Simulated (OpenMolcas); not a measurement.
Ru+.

| Quantity | Value |
| --- | --- |
| Program | OpenMolcas |
| Basis | ANO-RCC-VQZP [8s7p5d3f2g1h] |
| Scalar Hamiltonian | DKH2, point nucleus |
| Active space | 7 electrons in 6 orbitals (4d 5s) |
| State averaging | 2S+1 = 4 even, 50 roots; 2S+1 = 6 even, 6 roots kept (CI in the orbitals of an earlier block); 2S+1 = 2 even, 105 roots kept (CI in the orbitals of an earlier block) |
| Spin-orbit coupling | state interaction with AMFI integrals over the reference wave functions, term energies averaged over their components |

Two sets of levels on these reference wave functions, in cm-1 above 4d7 4F 9/2: one from CASSCF and one from MS-CASPT2, IPEA 0.25 Eh, imaginary shift 0.1 Eh (closed shells correlated: 4s 4p).

```json
{"Level": "4d6 5s 6D 9/2 [56 %]", "Set 1": "7420", "Set 2": "-481"}
{"Level": "4d7 4F 9/2 [56 %]", "Set 1": "0.0", "Set 2": "0.0"}
{"Level": "4d6 5s 6D 7/2", "Set 1": "8380", "Set 2": "654"}
{"Level": "4d6 5s 6D 5/2", "Set 1": "9070", "Set 2": "1347"}
{"Level": "4d7 4F 7/2", "Set 1": "1657", "Set 2": "1433"}
{"Level": "4d6 5s 6D 3/2", "Set 1": "9540", "Set 2": "1809"}
{"Level": "4d6 5s 6D 1/2", "Set 1": "9840", "Set 2": "2080"}
{"Level": "4d7 4F 5/2", "Set 1": "2720", "Set 2": "2480"}
{"Level": "4d7 4F 3/2", "Set 1": "3380", "Set 2": "3160"}
{"Level": "4d7 4P 5/2", "Set 1": "7360", "Set 2": "10590"}
{"Level": "4d7 4P 3/2", "Set 1": "7650", "Set 2": "11210"}
{"Level": "4d7 4P 1/2", "Set 1": "8530", "Set 2": "12200"}
{"Level": "4d7 2G 9/2", "Set 1": "10950", "Set 2": "13300"}
{"Level": "4d6 5s 4D 7/2(1)", "Set 1": "16830", "Set 2": "13590"}
{"Level": "4d6 5s 4D 5/2(1)", "Set 1": "18030", "Set 2": "14740"}
{"Level": "4d7 2G 7/2", "Set 1": "12420", "Set 2": "14760"}
```

Q: Which set is which?

A: Set 1 is MS-CASPT2. Its levels of the other terms of 4d7 lie at 0.68 to 0.84 of the other set's values, as expected, since terms of lower spin or lower L gain more correlation energy than the Hund ground term. Against 11 measured levels (NIST Handbook of Basic Atomic Spectroscopic Data) the mean absolute deviation is 1100 cm-1 with it and 5100 cm-1 without; single levels miss by up to 1800 cm-1 with it.

CASPT2 breaks the degeneracy within a term, and the mean is taken; among the terms shown or strongly mixed into the levels shown the widest spread is 1300 cm-1 (4d7 4F, MS-CASPT2). Over all roots computed the reference weight is 0.85 to 0.91 in MS-CASPT2; the roots of lowest weight are the least certain, and an intruder state may touch them. Some levels mix across a computed gap that differs much from the measured one, so their mixing is not that of the real levels. Terms from blocks run as CI alone lack orbitals of their own. Configurations are named by rounded mean occupations; where the s occupation lies near a half they are strongly mixed, a name can repeat and a true partner stay unpaired. A single d shell beside an s shell can misplace configurations of different d count against each other. Without dynamic correlation excited terms often stand tens of per cent too high (terms of higher spin than the ground term too low), and those without a measured partner can miss by more than the paired ones (holds for CASSCF). The lowest computed level is not the ground level that NIST lists (4F9/2) (holds for CASSCF). Blocks of more than 70 roots (2S+1 = 2 even) ran without multistate coupling (holds for MS-CASPT2). Measured partners are found by configuration, term and J. A level has none where our copy of the source lacks it or the pairing is in doubt (some pairs that miss far off the trend of their configuration count as doubtful), and it then counts in no deviation. Levels of configurations outside the active space are missing. Levels that lie high or do not pair safely by name in every column are left out.

A share in square brackets marks a mixed level and gives the weight of the term that names it, the lowest over the columns. A number in round brackets counts repeated terms of one configuration in the order of the reference energies.
